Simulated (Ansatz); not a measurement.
Cost and result up the ladder for (CuI)2 ring (Cu2I2) (4 atoms). Total charge 0; singlet. Geometry: PBE0-D4/def2-SVP.

```xyz
4

Cu    0.932    0.627   -0.382
I    -1.388    1.603   -0.754
Cu   -0.932   -0.627    0.382
I     1.388   -1.603    0.754
```

Ansatz on 4 threads of Arm Neoverse V2 on a shared host. Times are rough, and most runs start from the orbitals of an earlier one. ωB97M-V/def2-TZVP serves as the yardstick here, not as an exact answer. Differences are given only for rows in sets of like size (and for xTB, whose basis is part of the method), since another set adds its own error. Binding counts from free atoms at the same level (Cu doublet, I doublet; other spins of the atoms weren't run), without zero-point energy or a counterpoise term.

In the def2 sets I takes a core potential; there is no spin–orbit coupling. B3LYP takes the VWN-RPA correlation. HSE06 is defined as in plane-wave codes, on full-range PBE exchange. Correlated methods freeze 26 core orbitals; core or outer-core shells of I are correlated, in sets that lack core-valence functions. The rows differ in basis, and correlated rows in double-zeta sets carry the largest basis error.

Correlated methods converge slowly with the basis, most of all in double-zeta sets.

| level | functions | wall time | binding energy per atom (eV) | difference from ωB97M-V/def2-TZVP (eV) |
| --- | --- | --- | --- | --- |
| PBE-D4/def2-TZVP | 190 | 2.6 s | 2.15 | 0.04 |
| PBE0-D4/def2-SVP | 114 | 4.6 s | 2.27 | – |
| PBE-D4/def2-TZVPD | 214 | 6 s | 2.16 | 0.05 |
| r2SCAN-D4/def2-TZVP (with forces) | 190 | 8.5 s | 2.18 | 0.08 |
| HSE06-D4/def2-TZVP | 190 | 10 s | 2.10 | -0.01 |
| B3LYP-D4/def2-TZVP | 190 | 10 s | 1.97 | -0.14 |
| PBE0-D4/def2-TZVP | 190 | 11 s | 2.10 | -0.01 |
| MP2/def2-TZVP | 190 | 12 s | 2.15 | 0.04 |
| r2SCANh-D4/def2-TZVP | 190 | 13 s | 2.15 | 0.04 |
| PBE0-D4/def2-TZVPD | 214 | 13 s | 2.10 | -0.01 |
| r2SCAN0-D4/def2-TZVP | 190 | 14 s | 2.11 | 0.00 |
| RPA@PBE/def2-TZVP | 190 | 14 s | 1.75 | -0.36 |
| CCSD(T)/def2-SVP | 114 | 17 s | 2.06 | – |
| ωB97M-V/def2-TZVP | 190 | 22 s | 2.11 | 0.00 |
